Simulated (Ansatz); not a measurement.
`[OH][SnH]([Cl])[Br]` + H₂ → `[Cl][SnH2][Br]` + H₂O at 400 K and 1 bar (hydrogenolysis of the Sn–O bond).

Program: Ansatz. Geometries: PBE0-D4/def2-TZVP. ΔE: electronic, gas phase. CCSD(T)/CBS is the MP2 limit (def2-TZVPP, def2-QZVPP) plus CCSD(T) − MP2 in def2-TZVPP, frozen cores. This one scheme is used for every species. def2 core potentials past Kr. For Br, Sn outer-core shells are correlated without core-valence functions, which leaves a few kJ/mol of doubt a bond. Scalar relativity is left out up to krypton. One conformer a species, not always the lowest.

| species | CCSD(T)/CBS energy (Eh) | H − E (kJ/mol) | S (J/(mol·K)) |
| --- | --- | --- | --- |
| `[OH][SnH]([Cl])[Br]` | -3323.61080 | 88.7 | 396.1 |
| H₂ | -1.17544 | 38.0 | 139.0 |
| `[Cl][SnH2][Br]` | -3248.40375 | 65.4 | 354.7 |
| H₂O | -76.37941 | 69.8 | 198.6 |

H − E and S are ideal-gas, rigid-rotor, harmonic terms from PBE0-D4/def2-TZVP, for one conformer and one mirror image of each species. The MP2-based limit puts H₂ 0.8 mEh under its directly extrapolated value; such offsets cancel only in part. 1 Eh = 2625.50 kJ/mol, R = 8.31446 J/(mol·K).

**Question.** By hand: ΔE, ΔH, ΔS and ΔG.

**Answer.** ΔE = (-3248.40375) + (-76.37941) − (-3323.61080) − (-1.17544) = 0.00308 Eh = 8.1 kJ/mol. Δ(H − E) = 65.4 + 69.8 − 88.7 − 38.0 = 8.5, so ΔH = 16.6 kJ/mol. ΔS = 354.7 + 198.6 − 396.1 − 139.0 = 18.2 J/(mol·K). ΔG = 16.6 − 400 × (18.2)/1000 = 9.3 kJ/mol.

**Question.** By hand: the equilibrium constant, and the temperature at which ΔG would vanish if ΔH and ΔS stayed fixed.

**Answer.** log₁₀ K = −ΔG/(RT ln 10) = -1.2. ΔG = 0 at ΔH/ΔS = 912 K, though so small a ΔS makes that figure unsure.

TΔS isn't small against ΔH here. A doubt of 5 kJ/mol in ΔE shifts log₁₀ K by 0.7 here. Other conformers and mirror images would add mixing entropy, several J/(mol·K) or more a flexible species. These are equilibria of isolated gas molecules and say nothing of rates. Largest T1 diagnostic: 0.011 (customary marks: 0.02 for closed shells, 0.045 for open ones).
